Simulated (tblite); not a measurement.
C2H11GeNSi2.
Atom-mapped SMILES: `[CH2:1]=[CH:2][SiH2:3][N:4]([SiH3:5])[GeH3:6]` (hydrogens: H7, H8 on C1; H9 on C2; H10, H11 on Si3; H12, H13, H14 on Si5; H15, H16, H17 on Ge6)

Computed with GFN2-xTB (tblite), gas phase: L-BFGS steps from a force-field or distance-geometry start until the largest atomic force falls under 0.01 eV/Å.

Step 7: E = -495.1315 eV
```
atom  x, y, z in Å  |  force x, y, z in eV/Å
C1      3.0689   -0.5940    0.0475    0.047  -0.093  -0.014
C2      2.1110    0.3169   -0.0022    0.048   0.029   0.022
Si3     0.5342    0.0614   -0.9988    0.111  -0.049   0.019
N4     -0.8433    0.0238    0.0786    0.052  -0.194  -0.134
Si5    -1.8894   -1.3698    0.1071   -0.030  -0.023  -0.019
Ge6    -1.5283    1.5846    0.7204   -0.017   0.073   0.123
H7      3.9923   -0.4811    0.5993   -0.081   0.080   0.003
H8      2.9614   -1.5262   -0.4845    0.046  -0.011   0.011
H9      2.2535    1.2455    0.5380   -0.044   0.016   0.029
H10     0.4040    1.1302   -2.0050   -0.069   0.013   0.051
H11     0.6440   -1.2435   -1.6725   -0.119   0.132   0.056
H12    -2.6416   -1.3617    1.3651    0.030   0.024  -0.008
H13    -1.0565   -2.5671    0.0154    0.002   0.036   0.002
H14    -2.8076   -1.2614   -1.0309   -0.082  -0.097  -0.029
H15    -1.9613    2.4791   -0.3941    0.005   0.101  -0.154
H16    -0.5202    2.3114    1.5551    0.111  -0.009  -0.015
H17    -2.7279    1.2640    1.5516   -0.013  -0.025   0.056
```

Step 8: E = -495.1373 eV
```
atom  x, y, z in Å  |  force x, y, z in eV/Å
C1      3.0718   -0.5936    0.0500    0.035  -0.129  -0.047
C2      2.1146    0.3171    0.0006   -0.031   0.069   0.001
Si3     0.5368    0.0625   -0.9989    0.134  -0.016   0.020
N4     -0.8469    0.0203    0.0653    0.032  -0.106  -0.030
Si5    -1.8929   -1.3688    0.1066   -0.078  -0.112  -0.052
Ge6    -1.5264    1.5785    0.7200   -0.034   0.155   0.145
H7      3.9936   -0.4800    0.6008   -0.031   0.081   0.035
H8      2.9655   -1.5258   -0.4831    0.043   0.002   0.017
H9      2.2550    1.2465    0.5417   -0.041  -0.009   0.016
H10     0.3956    1.1317   -2.0016   -0.044   0.028   0.040
H11     0.6327   -1.2398   -1.6710   -0.082   0.074   0.023
H12    -2.6410   -1.3598    1.3695    0.047   0.026  -0.047
H13    -1.0552   -2.5642    0.0142   -0.015   0.040   0.009
H14    -2.8117   -1.2684   -1.0354   -0.060  -0.096   0.022
H15    -1.9549    2.4796   -0.3963    0.006   0.067  -0.113
H16    -0.5127    2.3137    1.5513    0.060  -0.063  -0.045
H17    -2.7309    1.2626    1.5564    0.060  -0.011   0.007
```

Question: Estimate the geometry and energy of step 9. (The exact step hangs on the optimiser's Hessian estimate; all steps are aligned on step 8, rigid shifts and turns removed.)

Answer: E = -495.1415 eV, largest force 0.167 eV/Å
```
atom  x, y, z in Å  |  force x, y, z in eV/Å
C1      3.0741   -0.5944    0.0514    0.012  -0.080  -0.041
C2      2.1177    0.3176    0.0028   -0.050   0.053  -0.015
Si3     0.5412    0.0632   -0.9986    0.078   0.030   0.027
N4     -0.8493    0.0160    0.0547   -0.009   0.001   0.063
Si5    -1.8969   -1.3700    0.1051   -0.077  -0.120  -0.070
Ge6    -1.5254    1.5763    0.7216   -0.022   0.146   0.077
H7      3.9940   -0.4775    0.6026    0.005   0.068   0.053
H8      2.9694   -1.5260   -0.4819    0.037  -0.006   0.010
H9      2.2553    1.2472    0.5450   -0.030  -0.024   0.010
H10     0.3884    1.1334   -1.9982   -0.019   0.037   0.035
H11     0.6225   -1.2357   -1.6695   -0.046   0.006  -0.016
H12    -2.6396   -1.3578    1.3721    0.048   0.024  -0.064
H13    -1.0544   -2.5613    0.0133   -0.017   0.019   0.011
H14    -2.8162   -1.2758   -1.0385   -0.054  -0.093   0.046
H15    -1.9499    2.4812   -0.4001    0.013   0.027  -0.054
H16    -0.5054    2.3145    1.5478    0.033  -0.089  -0.053
H17    -2.7323    1.2612    1.5605    0.098   0.002  -0.019
```

The energy changes by -0.0041 eV. The first-order estimate −F·Δx gives -0.0059 eV and the mean of the old and new forces, exact on a quadratic surface, -0.0042 eV. The step makes an angle of 60° with the force vector and moves no atom by more than 0.012 Å.

The cost below is that of the whole relaxation. Hardware: one thread of an AMD EPYC 7R43, no GPU, on a shared host. Cost: 1.1 s wall.
